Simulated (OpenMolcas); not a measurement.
**2s² 2p along the 5-electron sequence**

```json
{
 "Program": "OpenMolcas",
 "Method": "XMS-RASPT2, IPEA 0.25 Eh, imaginary shift 0.1 Eh",
 "Basis": "ANO-RCC-VTZP",
 "Scalar Hamiltonian": "DKH2, point nucleus",
 "Spin-orbit coupling": "RASSI with atomic mean-field integrals over the reference wave functions, term energies averaged over their components"
}
```

Active space for each ion: 3 electrons in 9 orbitals (RAS2 2s 2p; RAS3 3d, at most 2 electrons); closed shells correlated by CASPT2: 1s.

Computed levels in cm-1 above ²P°_1/2:

```json
{"Level": "²P°_3/2", "B": "14.5", "C+": "56.2", "N2+": "157", "O3+": "359", "F4+": "700", "Ne5+": "1232"}
{"Level": "weight of ²P° in the lowest level (%)", "B": "100", "C+": "100", "N2+": "100", "O3+": "100", "F4+": "100", "Ne5+": "100"}
```

Measured, with the error of the calculation in %. Measured levels: B, C+ from NIST Handbook of Basic Atomic Spectroscopic Data; N2+ from Moore, Selected Tables of Atomic Spectra, NSRDS-NBS 3, section 5; O3+ from Moore, Selected Tables of Atomic Spectra, NSRDS-NBS 3, section 10; F4+ from Moore, Atomic Energy Levels, vol. I, NSRDS-NBS 35 (1971 reprint of NBS Circular 467, 1949); Ne5+ from NIST levels in Podobedova, Fuhr, Reader and Wiese, J. Phys. Chem. Ref. Data 33, 525 (2004).

| Level | B | C+ | N2+ | O3+ | F4+ | Ne5+ |
| --- | --- | --- | --- | --- | --- | --- |
| ²P°_3/2 | 15.3 (-5.3) | 63.4 (-11.4) | 174 (-10.1) | 386 (-7.0) | 746 (-6.1) | 1310 (-6.0) |

The fine-structure level ²P°_3/2 changes by a factor of 85 from B to Ne5+. Its fourth root runs 1.95, 2.74, 3.54, 4.35, 5.14, 5.92, with steps per unit of Z of 0.79, 0.80, 0.81, 0.79, 0.78; equal steps would mean a (Z - σ)^4 law with constant σ.

Active for correlation alone: 3d; no level in the range computed is led by a configuration that fills it, so any true level of that kind is missing. Measured partners are found by configuration, term and J. A level has none where our copy of the source lacks it or the pairing is in doubt (some pairs that miss far off the trend of their configuration count as doubtful), and it then counts in no deviation. Only configurations of the active space appear.

° marks odd parity.
